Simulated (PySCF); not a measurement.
Cartesian coordinates in Å; atom numbers follow the order of the lines, from 1:
```xyz
19

N    -1.2785    2.3922   -2.0372
C    -1.0609    1.5518   -1.2939
C    -0.7734    0.4885   -0.3557
C     0.6426    0.0112   -0.5902
C     1.5708   -0.1246    0.3432
Si    3.3149   -0.7528    0.0202
C    -1.1149    0.9670    1.0301
C    -2.1295    0.2397    1.5112
C    -2.5226   -0.7561    0.5332
C    -1.7635   -0.6360   -0.5608
H     0.8467   -0.2464   -1.6216
H     1.3190    0.1373    1.3636
H     3.5823   -1.8514    0.9511
H     4.2574    0.3412    0.2624
H     3.4180   -1.2176   -1.3622
H    -0.6118    1.7950    1.4935
H    -2.6004    0.3529    2.4713
H    -3.3107   -1.4707    0.6889
H    -1.7950   -1.2119   -1.4662
```

In vacuum, non-relativistic Hamiltonian, equivalent nuclei averaged, single conformer. GFN2-xTB structure; PBE0/pcSseg-1 with gauge-including orbitals; PySCF 2.14.

δ = σ(ref) − σ, references computed at the same level: ¹³C (σref 186.93) vs TMS.

Q: Do the ¹³C shifts follow the atomic charges (in e)? Tabulate both.

A: 
```
 atoms  hybridisation  δ (ppm)  σ para (ppm)  Hirshfeld    IAO  Mulliken  ESP-fitted
    C4            sp2    150.3          -216      -0.03  -0.11     +0.02       -0.28
C7/C10            sp2    146.0          -210      -0.04  -0.15     +0.03       -0.35
 C8/C9            sp2    142.9          -210      -0.04  -0.15     -0.04       -0.08
    C5            sp2    128.7          -201      -0.14  -0.42     -0.35       -0.23
    C2             sp    119.7          -193      +0.08  +0.15     +0.27       +0.30
    C3            sp3     57.2          -113      +0.03  -0.02     -0.59       +0.40
```

Correlation coefficients of δ with charge over these carbons: Hirshfeld -0.40, IAO -0.31, Mulliken +0.69, ESP-fitted -0.83; with the paramagnetic shielding -0.99. Among the 4 sp2 carbons alone: Hirshfeld +0.98, IAO +0.98, Mulliken +0.98, ESP-fitted -0.24. With so few points, grouped by hybridisation, these coefficients are fragile. Charge is one influence among several: hybridisation and low-lying excitations act through the paramagnetic term.

Shifts are as computed. Against solution values, carbons near 30 ppm lie about +3 ppm off and those near 130 ppm about +5 ppm. Of 1309 compounds with measured shifts, 239 miss one by over three times the rms of a fit or turn the order of signals round; such compounds aren't used in these exercises.
